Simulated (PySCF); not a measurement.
A side-by-side comparison of computed properties.

First species: C₆H₉NS.
Cartesian coordinates in Å at the PBE0-D3(BJ)/def2-SVP level; atoms count from 1:
```
atom  x, y, z in Å
C1    -1.4165    1.3044    0.4142
C2    -0.7779   -0.0417    0.7053
S3    -2.0113   -1.3847    0.9173
C4     0.1309   -0.4880   -0.4125
C5     1.2229   -1.4700   -0.1672
C6     1.5750   -0.0269   -0.4532
C7     2.0870    0.8084    0.5986
N8     2.4860    1.4883    1.4480
H9    -0.6380    2.0748    0.2941
H10   -2.0754    1.6189    1.2365
H11   -2.0185    1.2595   -0.5060
H12   -0.1889    0.0206    1.6346
H13   -2.7222   -0.7817    1.8948
H14   -0.3556   -0.5260   -1.3936
H15    1.3611   -1.8167    0.8600
H16    1.4651   -2.2034   -0.9394
H17    1.9913    0.2067   -1.4376
```

Second species: C5H8OSi.
SMILES: `[SiH2](OC=C)C#CC`

Levels: wB97X-D/def2-SVPD for dipole moment, HOMO energy, LUMO energy, HOMO–LUMO gap, static isotropic polarisability and electronic spatial extent ⟨r²⟩ about the centre of nuclear charge; TDDFT wB97X-D/def2-SVPD for lowest singlet excitation; PBE0-D3(BJ)/def2-SVP for rotational constant A and rotational constant C. Geometries: PBE0-D3(BJ)/def2-SVP. Each species is one conformer at its optimised geometry, gas phase, non-relativistic unless stated. Electronic properties by PySCF.

The conformers computed, where there is a choice (atom-mapped SMILES and torsion angles):
- `[CH3:1][C@@H:2]([SH:3])[C@@H:4]1[CH2:5][C@@H:6]1[C:7]#[N:8]`: C1–C2–C4–C5 157°, H–S3–C2–C1 -55°
- `[CH2:1]=[CH:2][O:3][SiH2:4][C:5]#[C:6][CH3:7]`: C1–C2–O3–Si4 7°, C2–O3–Si4–C5 -65°

Values for the first species:

| Quantity | Value |
| --- | --- |
| Dipole moment | 2.92 D |
| HOMO energy | -8.97 eV |
| LUMO energy | 1.75 eV |
| HOMO–LUMO gap | 10.72 eV |
| Lowest singlet excitation | 5.63 eV |
| Static isotropic polarisability | 93.3 au |
| Electronic spatial extent ⟨r²⟩ about the centre of nuclear charge | 1294 bohr² |
| Rotational constant A | 2.858 GHz |
| Rotational constant C | 0.923 GHz |

Problem. Estimate the same properties for the second species, and the change in each.

Solution. 
```
                                                         property       first      second  second less first
                                                    dipole moment      2.92 D      2.25 D            -0.67 D
                                                      HOMO energy    -8.97 eV    -8.72 eV           +0.25 eV
                                                      LUMO energy     1.75 eV     1.41 eV           -0.34 eV
                                                    HOMO–LUMO gap    10.72 eV    10.13 eV           -0.59 eV
                                        lowest singlet excitation     5.63 eV     5.74 eV           +0.11 eV
                                  static isotropic polarisability     93.3 au     89.5 au            -3.8 au
electronic spatial extent ⟨r²⟩ about the centre of nuclear charge  1294 bohr²  1273 bohr²          -21 bohr²
                                            rotational constant A   2.858 GHz   3.569 GHz         +0.711 GHz
                                            rotational constant C   0.923 GHz   0.929 GHz         +0.006 GHz
```

On the first: S1 lies 5.09 eV below the HOMO–LUMO gap; its leading configuration is HOMO→LUMO, weight 0.57.

On the second: S1 lies 4.39 eV below the HOMO–LUMO gap; its leading configuration is HOMO−1→LUMO, weight 0.81.
